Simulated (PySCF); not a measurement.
# Partial charges of `[SiH3]P([SiH3])[SiH2]S`

H9PSSi3.
Numbering: `[SiH3:1][P:2]([SiH3:3])[SiH2:4][SH:5]` (hydrogens: H6, H7, H8 on Si1; H9, H10, H11 on Si3; H12, H13 on Si4; H14 on S5)

Structure used (GFN2-xTB), in Å, numbered top down from 1:
```
atom  x, y, z in Å
Si1   -1.513   -1.488   -0.340
P2    -0.756    0.129    0.996
Si3   -0.889    1.926   -0.319
Si4    1.418   -0.267    1.059
S5     2.295   -0.399   -0.907
H6    -1.294   -2.740    0.381
H7    -2.934   -1.208   -0.527
H8    -0.821   -1.513   -1.630
H9    -0.226    3.005    0.410
H10   -0.248    1.715   -1.617
H11   -2.318    2.179   -0.488
H12    2.093    0.830    1.744
H13    1.659   -1.549    1.716
H14    3.534   -0.621   -0.501
```

Density: PBE0/pcSseg-1 (PySCF); schemes: Mulliken, IAO, Hirshfeld and ESP-fitted. Geometry: GFN2-xTB, one conformer, isolated molecule.

Which atoms carry the highest charge in the Mulliken, IAO, Hirshfeld and ESP-fitted schemes?

The schemes don't all agree: Mulliken Si4 (+0.389); IAO Si4 (+0.510); Hirshfeld Si1 and Si3 (+0.257); ESP-fitted H14 (+0.246).

Which atoms carry the lowest charge in the Mulliken, IAO, Hirshfeld and ESP-fitted schemes?

The schemes don't all agree: Mulliken P2 (-0.574); IAO S5 (-0.336); Hirshfeld S5 (-0.143); ESP-fitted S5 (-0.422).

At which atom do the 4 schemes differ most?

At P2: from -0.574 (Mulliken) to -0.117 e (Hirshfeld), 0.457 e apart.

Give the atomic charges in each scheme.

In e:

```tsv
atom	environment	Mulliken	IAO	Hirshfeld	ESP-fitted
Si1	SiH3 silicon	+0.346	+0.426	+0.257	+0.202
P2	three-coordinate phosphorus	-0.574	-0.333	-0.117	-0.319
Si3	SiH3 silicon	+0.346	+0.425	+0.257	+0.211
Si4	SiH2 silicon	+0.389	+0.510	+0.253	+0.218
S5	sulfur bonded to Si and H	-0.379	-0.336	-0.143	-0.422
H6	Si–H hydrogen	-0.045	-0.093	-0.067	-0.021
H7	Si–H hydrogen	-0.046	-0.096	-0.068	-0.020
H8	Si–H hydrogen	-0.032	-0.105	-0.074	-0.013
H9	Si–H hydrogen	-0.045	-0.093	-0.067	-0.023
H10	Si–H hydrogen	-0.032	-0.105	-0.074	-0.015
H11	Si–H hydrogen	-0.046	-0.096	-0.068	-0.022
H12	Si–H hydrogen	-0.019	-0.105	-0.074	-0.012
H13	Si–H hydrogen	-0.020	-0.105	-0.074	-0.011
H14	S–H hydrogen	+0.159	+0.106	+0.059	+0.246
```

Mean size of the charges over all atoms: IAO 0.210 e, Mulliken 0.177 e, ESP-fitted 0.125 e, Hirshfeld 0.118 e. Each set sums to the total charge, 0, to within 0.001 e. The IAO scheme projects the occupied orbitals on a minimal set of polarised atomic orbitals and counts the electrons in each atom's part of it.

Sum the charges by element, for elements with more than one atom.

| element | atoms | Mulliken | IAO | Hirshfeld | ESP-fitted |
| --- | --- | --- | --- | --- | --- |
| Si | 3 | +1.081 | +1.361 | +0.768 | +0.631 |
| H | 9 | -0.128 | -0.692 | -0.507 | +0.110 |

How many electrons does the ESP-fitted scheme count on Si4?

Z − q = 14 − (+0.218) = 13.782.

These values come from a run that also computed NMR shieldings. The run took about 60 s of CPU time (one thread, shared machine).
